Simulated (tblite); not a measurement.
Problem. Give a GFN2-xTB geometry of `COc1ccc([S])cc1` [radical]. (Doublet state.)

Solution. 
```
atom  x, y, z in Å
C1     2.1325   -0.5301   -1.6238
O2     1.1456    0.4571   -1.4336
C3     0.2357    0.2957   -0.4478
C4     0.1839   -0.7927    0.4274
C5    -0.7912   -0.8511    1.3977
C6    -1.7422    0.1692    1.5252
S7    -2.9532    0.0848    2.7351
C8    -1.6856    1.2607    0.6429
C9    -0.7157    1.3201   -0.3233
H10    1.6871   -1.4985   -1.8719
H11    2.7672   -0.6351   -0.7388
H12    2.7357   -0.1853   -2.4619
H13    0.9007   -1.5958    0.3564
H14   -0.8338   -1.6906    2.0748
H15   -2.4162    2.0491    0.7384
H16   -0.6582    2.1512   -1.0083
```

Any rigid rotation of these coordinates is as good. Atoms count from 1 in this order. The 9 heavy atoms lie in one plane (0.001 Å rms). C3 (carbon bonded to 2 C and O) is planar (angles 125.1°, 119.2° and 115.7°, sum 360.0°, 0.00 Å off the plane of its three neighbours). The C–C distances run from 1.370 Å (C8–C9, aromatic) to 1.405 Å (C6–C8, aromatic), a spread of 0.035 Å. C9 (carbon bonded to 2 C and H) is planar (angles 121.3°, 120.7° and 118.0°, sum 360.0°, 0.00 Å off the plane of its three neighbours).

Bonds between heavy atoms (Å): C1–O2 1.409, O2–C3 1.351, C3–C4 1.398, C4–C5 1.377, C5–C6 1.401, C6–S7 1.714, C6–C8 1.405, C8–C9 1.370, C3–C9 1.404.

Structure optimised with GFN2-xTB, isolated species. This method treats the open shell by occupation alone, without spin polarisation.

Point group: Cs (every atom within 0.08 Å of its image). Its GFN2-xTB frequencies are all real (lowest 74 cm⁻¹). Torsions: C1–O2–C3–C4 0°.

One conformer stands for the species.

All values are computed, not measured.
